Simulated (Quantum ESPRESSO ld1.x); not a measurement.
Task: All-electron atom: Ag I in [Kr] 4d8 5s2 5p1 (not the ground configuration). Calculated with ld1.x of Quantum ESPRESSO 7.5: Dirac Kohn-Sham, relativistic LDA (MacDonald-Vosko exchange, VWN5 correlation), spin-unpolarised, spherical densities, point nucleus; open shells fill j = l - 1/2 first. Some entries of the table are withheld. Estimate them.

| orbital | occ. | eigenvalue (hartree) | r(max) (bohr) | <r> (bohr) |
|---|---|---|---|---|
| 1s1/2 | 2 | (1) | 0.020 | 0.03122 |
| 2s1/2 | 2 | -136.764 | 0.114 | 0.1350 |
| 2p1/2 | 2 | -127.311 | 0.088 | (2) |
| 2p3/2 | 4 | -120.925 | 0.093 | (3) |
| 3s1/2 | 2 | -25.3883 | 0.334 | 0.3695 |
| 3p1/2 | 2 | -21.5992 | 0.320 | 0.3608 |
| 3p3/2 | 4 | -20.4710 | 0.331 | 0.3718 |
| 3d3/2 | 4 | (4) | 0.273 | (5) |
| 3d5/2 | 6 | (6) | 0.275 | (7) |
| 4s1/2 | 2 | -3.84814 | 0.824 | 0.9069 |
| 4p1/2 | 2 | (8) | 0.857 | 0.9687 |
| 4p3/2 | 4 | (9) | 0.878 | 0.9990 |
| 4d3/2 | 4 | -0.59720 | 1.01 | 1.286 |
| 4d5/2 | 4 | -0.57349 | 1.02 | 1.304 |
| 5s1/2 | 2 | -0.29048 | (10) | 2.731 |
| 5p1/2 | 1 | -0.10336 | 2.89 | 3.693 |
| 5p3/2 | 0 | -0.09327 | 3.01 | 3.857 |

Result: 
(1) 1s1/2 eigenvalue (hartree): -925.485
(2) 2p1/2 <r> (bohr): 0.1143
(3) 2p3/2 <r> (bohr): 0.1194
(4) 3d3/2 eigenvalue (hartree): -13.7086
(5) 3d3/2 <r> (bohr): 0.3441
(6) 3d5/2 eigenvalue (hartree): -13.4803
(7) 3d5/2 <r> (bohr): 0.3476
(8) 4p1/2 eigenvalue (hartree): -2.63952
(9) 4p3/2 eigenvalue (hartree): -2.44667
(10) 5s1/2 r(max) (bohr): 2.27
